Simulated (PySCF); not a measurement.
# Computed records: GeH$_{3}$NSi, BGeH$_{5}$NSi, BGeH$_{3}$NO, GeH$_{3}$NO and others

Calculation on a computer-drawn molecule: the log of a Hartree-Fock and frozen-core CCSD(T) single point meant for a local Hartree-Fock minimum, with one planted fault or none, to be diagnosed. Offsets are logged minus clean, where the clean run is the same molecule without the fault. The reference is restricted for singlets and unrestricted otherwise, and also for a bond in bohr or an excited solution. Adding or removing an electron swaps singlet and doublet. The excited solution moves the top pair (singlet) or top alpha electron (doublet) to the lowest empty orbital. Highest occupied and lowest empty are orbital energies over both spins, largest force is the largest gradient component, triples share is (T) over the correlation energy, the T1 limit is 0.02 restricted and 0.045 unrestricted, electrons count all cores, a negative frequency is imaginary (commonest isotopes), and the dipole is about the centre of nuclear charge; on germanium a core potential holds 10 electrons, which the energies leave out, and 3d is frozen in MP2 and coupled-cluster steps. Program: PySCF 2.14.0.

Common to all runs: logged SCF converged yes; possible faults no fault, one electron removed, one electron added, multiplicity raised by two, geometry at a saddle point, SCF held on an excited solution, minimal basis STO-3G, one bond length entered in bohr, all coordinates scaled.

```yaml
- entry: 1
  formula: GeH3NSi
  logged_structure:
    atoms_angstrom:
      - [Si, 1.1799, 0.8852, -1.7945]
      - ["N", 0.4931, 1.5005, -0.535]
      - [Ge, -0.1042, 2.1996, 1.0145]
      - [H, 1.8017, 1.6782, -2.8686]
      - [H, 1.2803, -0.5602, -2.0593]
      - [H, -1.6249, 2.389, 0.5601]
  given:
    meant_charge: 0
    meant_multiplicity: 1
    meant_basis: "cc-pV(D+d)Z"
    meant_basis_and_core_potential_on_germanium: "cc-pVDZ-PP ECP10MDF"
    logged_electrons: 56
    logged_basis_functions: 75
    logged_spin_squared: 0.0
    "logged_highest_occupied [eV]": -4.5781
    "logged_lowest_empty [eV]": -2.2313
    "logged_largest_force [hartree/bohr]": 0.042991
    logged_CC_converged: "no"
    "logged_dipole_magnitude [debye]": 3.4912
    logged_SCF_stable_within_its_kind: "no"
    "logged_energy_HF [hartree]": -638.19115
    drawn_bonds_atom: [1, 2, 1, 1, 3]
    drawn_bonds_other_atom: [2, 3, 4, 5, 6]
    drawn_bonds_order: [2, 1, 1, 1, 1]
  results:
    planted_fault: "SCF held on an excited solution"
    "HF_energy_offset_from_clean_run [kcal/mol]": 170.2
  notes: ["CCSD not converged"]
- entry: 2
  formula: BGeH5NSi
  logged_structure:
    atoms_angstrom:
      - ["N", 1.1185, 2.4333, 1.1298]
      - [B, 1.004, 1.1953, 0.7998]
      - [Si, 0.7754, -0.7893, 0.2076]
      - [Ge, -1.2653, -1.9274, 1.1295]
      - [H, 1.2179, 3.4233, 1.3993]
      - [H, 2.0791, -1.5912, 0.4492]
      - [H, -1.1875, -2.069, 2.7248]
      - [H, -1.3893, -3.39, 0.4876]
      - [H, -2.566, -1.0754, 0.7471]
  given:
    meant_charge: 0
    meant_multiplicity: 2
    meant_basis: "cc-pV(D+d)Z"
    meant_basis_and_core_potential_on_germanium: "cc-pVDZ-PP ECP10MDF"
    logged_electrons: 63
    logged_basis_functions: 99
    logged_spin_squared: 0.7633
    "logged_highest_occupied [eV]": -8.9572
    "logged_lowest_empty [eV]": 0.55908
    "logged_largest_force [hartree/bohr]": 0.06294
    logged_T1_diagnostic: 0.019009
    logged_D1_diagnostic: 0.056654
    logged_triples_share: 0.036951
    logged_CC_converged: "yes"
    "logged_dipole_magnitude [debye]": 0.47963
    logged_SCF_stable_within_its_kind: "yes"
    "logged_energy_HF [hartree]": -664.32036
    "logged_energy_CCSD(T) [hartree]": -664.81815
    drawn_bonds_atom: [1, 2, 3, 1, 3, 4, 4, 4]
    drawn_bonds_other_atom: [2, 3, 4, 5, 6, 7, 8, 9]
    drawn_bonds_order: [2, 1, 1, 1, 1, 1, 1, 1]
  results:
    planted_fault: "all coordinates scaled, by +4.6 %"
    "HF_energy_offset_from_clean_run [kcal/mol]": 10.99
    "CCSD(T)_energy_offset_from_clean_run [kcal/mol]": 5.392
- entry: 3
  formula: BGeH3NO
  logged_structure:
    atoms_angstrom:
      - [O, -0.4321, 0.2283, -0.2013]
      - [B, -0.3375, -0.2068, 1.0028]
      - ["N", -1.0521, 0.4035, 2.2142]
      - [Ge, -1.4169, 2.0305, 1.9644]
      - [H, 0.3581, -1.1815, 1.3518]
      - [H, -2.1816, 2.8174, 3.0556]
      - [H, -0.6348, 3.8887, -0.1078]
  given:
    meant_charge: -1
    meant_multiplicity: 1
    meant_basis: aug-cc-pVDZ
    meant_basis_and_core_potential_on_germanium: "aug-cc-pVDZ-PP ECP10MDF"
    logged_electrons: 56
    logged_basis_functions: 128
    logged_spin_squared: 1.2717
    "logged_highest_occupied [eV]": -3.9957
    "logged_lowest_empty [eV]": 3.462
    "logged_largest_force [hartree/bohr]": 0.057484
    logged_T1_diagnostic: 0.081277
    logged_D1_diagnostic: 0.40872
    logged_triples_share: 0.04874
    logged_CC_converged: "yes"
    "logged_dipole_magnitude [debye]": 7.0893
    logged_SCF_stable_within_its_kind: "yes"
    "logged_energy_HF [hartree]": -449.05406
    "logged_energy_CCSD(T) [hartree]": -449.67114
    drawn_bonds_atom: [1, 2, 3, 2, 4, 4]
    drawn_bonds_other_atom: [2, 3, 4, 5, 6, 7]
    drawn_bonds_order: [1, 1, 2, 1, 1, 1]
  results:
    planted_fault: "one bond length entered in bohr, row 6 of the drawn bonds"
    "HF_energy_offset_from_clean_run [kcal/mol]": 51.59
    "CCSD(T)_energy_offset_from_clean_run [kcal/mol]": 63.15
  notes: ["T1 above single-reference limit"]
- entry: 4
  formula: GeH3NO
  logged_structure:
    atoms_angstrom:
      - ["N", -0.688, 1.0591, 0.775]
      - [Ge, -0.6364, -0.5159, 1.0782]
      - [O, 0.3902, -1.4215, 0.5565]
      - [H, -0.0698, 1.47, 0.255]
      - [H, -1.3247, 1.6145, 1.1007]
      - [H, -1.7058, -0.8209, 1.8904]
  given:
    meant_charge: 0
    meant_multiplicity: 1
    meant_basis: cc-pVDZ
    meant_basis_and_core_potential_on_germanium: "cc-pVDZ-PP ECP10MDF"
    logged_electrons: 50
    logged_basis_functions: 66
    logged_spin_squared: 0.0
    "logged_highest_occupied [eV]": -11.332
    "logged_lowest_empty [eV]": 3.3162
    "logged_largest_force [hartree/bohr]": 0.17678
    logged_T1_diagnostic: 0.01727
    logged_D1_diagnostic: 0.056724
    logged_triples_share: 0.025353
    logged_CC_converged: "yes"
    "logged_dipole_magnitude [debye]": 5.1707
    logged_SCF_stable_within_its_kind: "yes"
    "logged_energy_HF [hartree]": -424.32134
    "logged_energy_CCSD(T) [hartree]": -424.78559
    drawn_bonds_atom: [1, 2, 1, 1, 2]
    drawn_bonds_other_atom: [2, 3, 4, 5, 6]
    drawn_bonds_order: [1, 2, 1, 1, 1]
  results:
    planted_fault: "all coordinates scaled, by -9.5 %"
    "HF_energy_offset_from_clean_run [kcal/mol]": 53.31
    "CCSD(T)_energy_offset_from_clean_run [kcal/mol]": 69.65
- entry: 5
  formula: BGeH4
  logged_structure:
    atoms_angstrom:
      - [B, -2.0469, -0.8991, 0.5807]
      - [Ge, 0.0064, -1.3055, 0.1181]
      - [H, -3.1813, -0.6744, 0.8363]
      - [H, 0.0586, -1.0555, -1.3763]
      - [H, 0.1554, -2.7529, 0.544]
      - [H, 0.7395, -0.2932, 0.976]
  given:
    meant_charge: 1
    meant_multiplicity: 1
    meant_basis: cc-pVDZ
    meant_basis_and_core_potential_on_germanium: "cc-pVDZ-PP ECP10MDF"
    logged_electrons: 40
    logged_basis_functions: 57
    logged_spin_squared: 2.0102
    "logged_highest_occupied [eV]": -15.549
    "logged_lowest_empty [eV]": -8.6635
    "logged_largest_force [hartree/bohr]": 0.0559
    logged_T1_diagnostic: 0.023227
    logged_D1_diagnostic: 0.089772
    logged_triples_share: 0.02166
    logged_CC_converged: "yes"
    "logged_dipole_magnitude [debye]": 1.959
    logged_SCF_stable_within_its_kind: "yes"
    "logged_energy_HF [hartree]": -319.91471
    "logged_energy_CCSD(T) [hartree]": -320.09178
    drawn_bonds_atom: [1, 1, 2, 2, 2]
    drawn_bonds_other_atom: [2, 3, 4, 5, 6]
    drawn_bonds_order: [1, 1, 1, 1, 1]
  results:
    planted_fault: "multiplicity raised by two"
    "HF_energy_offset_from_clean_run [kcal/mol]": 77.54
    "CCSD(T)_energy_offset_from_clean_run [kcal/mol]": 88.16
- entry: 6
  formula: AlBGeH4O
  logged_structure:
    atoms_angstrom:
      - [Al, -2.2822, 1.6368, 1.1626]
      - [O, -0.9553, 1.1435, 0.2389]
      - [B, -0.0035, 0.8078, -0.6492]
      - [Ge, 1.8149, -0.1314, -0.0461]
      - [H, -2.2477, 3.0818, 1.7753]
      - [H, -3.4468, 0.6068, 1.3803]
      - [H, -0.1746, 1.0831, -1.8203]
      - [H, 1.2385, -1.5811, -0.3399]
  given:
    meant_charge: 0
    meant_multiplicity: 1
    meant_basis: "cc-pV(D+d)Z"
    meant_basis_and_core_potential_on_germanium: "cc-pVDZ-PP ECP10MDF"
    logged_electrons: 63
    logged_basis_functions: 94
    logged_spin_squared: 0.7628
    "logged_highest_occupied [eV]": -0.82604
    "logged_lowest_empty [eV]": 4.4661
    "logged_largest_force [hartree/bohr]": 0.037075
    logged_T1_diagnostic: 0.024368
    logged_D1_diagnostic: 0.089187
    logged_triples_share: 0.028175
    logged_CC_converged: "yes"
    "logged_dipole_magnitude [debye]": 7.5204
    logged_SCF_stable_within_its_kind: "yes"
    "logged_energy_HF [hartree]": -637.21927
    "logged_energy_CCSD(T) [hartree]": -637.69547
    drawn_bonds_atom: [1, 2, 3, 1, 1, 3, 4]
    drawn_bonds_other_atom: [2, 3, 4, 5, 6, 7, 8]
    drawn_bonds_order: [1, 1, 1, 1, 1, 1, 1]
  results:
    planted_fault: "one electron added"
    "HF_energy_offset_from_clean_run [kcal/mol]": -2.47
    "CCSD(T)_energy_offset_from_clean_run [kcal/mol]": -11.3
- entry: 7
  formula: Cl2GeHO
  logged_structure:
    atoms_angstrom:
      - [O, -1.6642, 0.3932, -0.9726]
      - [Ge, -0.6639, -0.4297, 0.3546]
      - [Cl, 0.1548, 0.9152, 1.9452]
      - [Cl, -0.2982, -2.6474, 0.3616]
      - [H, -2.0839, -0.1646, -1.7579]
  given:
    meant_charge: 1
    meant_multiplicity: 1
    meant_basis: "cc-pV(D+d)Z"
    meant_basis_and_core_potential_on_germanium: "cc-pVDZ-PP ECP10MDF"
    logged_electrons: 74
    logged_basis_functions: 88
    logged_spin_squared: 0.0
    "logged_highest_occupied [eV]": -18.774
    "logged_lowest_empty [eV]": -6.7809
    "logged_largest_force [hartree/bohr]": 0.064796
    logged_T1_diagnostic: 0.021225
    logged_D1_diagnostic: 0.084617
    logged_triples_share: 0.033137
    logged_CC_converged: "yes"
    "logged_dipole_magnitude [debye]": 2.1734
    logged_SCF_stable_within_its_kind: "yes"
    "logged_energy_HF [hartree]": -1287.57733
    "logged_energy_CCSD(T) [hartree]": -1288.18327
    drawn_bonds_atom: [1, 2, 2, 1]
    drawn_bonds_other_atom: [2, 3, 4, 5]
    drawn_bonds_order: [1, 1, 1, 1]
  results:
    planted_fault: "all coordinates scaled, by +9.9 %"
    "HF_energy_offset_from_clean_run [kcal/mol]": 32.46
    "CCSD(T)_energy_offset_from_clean_run [kcal/mol]": 19.29
  notes: ["T1 above single-reference limit"]
- entry: 8
  formula: AlGeH8NSi
  logged_structure:
    atoms_angstrom:
      - ["N", -1.757, -0.1482, -0.2072]
      - [Al, -0.3844, -0.0048, 0.8904]
      - [Ge, 1.1541, 1.9549, 0.6799]
      - [Si, 3.3739, 1.3876, -0.0692]
      - [H, -2.4177, -0.9037, -0.2038]
      - [H, -2.006, 0.51, -0.922]
      - [H, -0.1714, -1.1503, 1.958]
      - [H, 1.3142, 2.67, 2.036]
      - [H, 0.5974, 3.0073, -0.2989]
      - [H, 4.0022, 0.4316, 0.8757]
      - [H, 3.3107, 0.742, -1.4044]
      - [H, 4.2357, 2.5897, -0.1687]
  given:
    meant_charge: 0
    meant_multiplicity: 1
    meant_basis: "cc-pV(D+d)Z"
    meant_basis_and_core_potential_on_germanium: "cc-pVDZ-PP ECP10MDF"
    logged_electrons: 74
    logged_basis_functions: 123
    logged_spin_squared: 0.0
    "logged_highest_occupied [eV]": -9.5557
    "logged_lowest_empty [eV]": 1.6961
    "logged_largest_force [hartree/bohr]": 4.1107e-05
    "logged_lowest_frequency [cm^-1]": 20.796
    logged_T1_diagnostic: 0.014297
    logged_D1_diagnostic: 0.046785
    logged_triples_share: 0.025473
    logged_CC_converged: "yes"
    "logged_dipole_magnitude [debye]": 1.8271
    logged_SCF_stable_within_its_kind: "yes"
    "logged_energy_HF [hartree]": -883.38353
    "logged_energy_CCSD(T) [hartree]": -883.90384
    drawn_bonds_atom: [1, 2, 3, 1, 1, 2, 3, 3, 4, 4, 4]
    drawn_bonds_other_atom: [2, 3, 4, 5, 6, 7, 8, 9, 10, 11, 12]
    drawn_bonds_order: [1, 1, 1, 1, 1, 1, 1, 1, 1, 1, 1]
  results:
    planted_fault: "no fault"
    "HF_energy_offset_from_clean_run [kcal/mol]": 0.0
    "CCSD(T)_energy_offset_from_clean_run [kcal/mol]": 0.0
```
